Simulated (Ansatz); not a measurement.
Input file for Ansatz (a quantum-chemistry and plane-wave program): U-PBE/def2-TZVPP on ClGeH (SMILES [Cl][GeH]), a point of a bond scan (R = 1.285 Å).

Ansatz 0.2 input:
```yaml
crystal:
  periodic: [false, false, false]
  atoms:
    - {symbol: Ge, position_ang: [0.52862057, -0.16248943, 0.50490017]}
    - {symbol: H, position_ang: [1.40200710, -0.33916425, -0.42028078]}
    - {symbol: Cl, position_ang: [-1.09036542, 0.32841146, -0.91207233]}
basis:
  gaussian:
    orbitals: def2-TZVPP
hamiltonian:
  xc: {name: PBE}
magnetization: {spin_polarized: true, initial_magnetization: 0}
```

It printed:

```
WARN ansatz: RAYON_NUM_THREADS=1 ignored (pool sized by the plan → 1); use --threads N
Functional definition: PBE
integrals: 0.03 GiB planned
711 factors; their error is unknown
mean field: 0.29 GiB planned
mean field evaluation 1: about -69042.0262 eV, gradient 1.8e1 eV
mean field evaluation 2: about -69040.4040 eV, gradient 2.7e1 eV
mean field evaluation 4: about -69043.0613 eV, gradient 1.5e0 eV
mean field evaluation 8: about -69043.0553 eV, gradient 1.2e-2 eV
mean field evaluation 16: about -69042.1081 eV, gradient 4.5e0 eV
mean field -69043.05530051 eV, -2537.2854832301 hartree, gradient 9.4e-6 eV, S^2 0.000000; 1 other end points of the search recorded, 0 dependent functions left out
reference -69043.05532765 eV, -2537.2854842273 hartree; 25, 25 occupied and 79, 79 virtual orbitals, 711 factors
Total energy: -69043.05532765 eV, -2537.2854842273 hartree
```

The calculation finished and met its thresholds.

Cost: about 2.0 core-seconds (a rough figure).
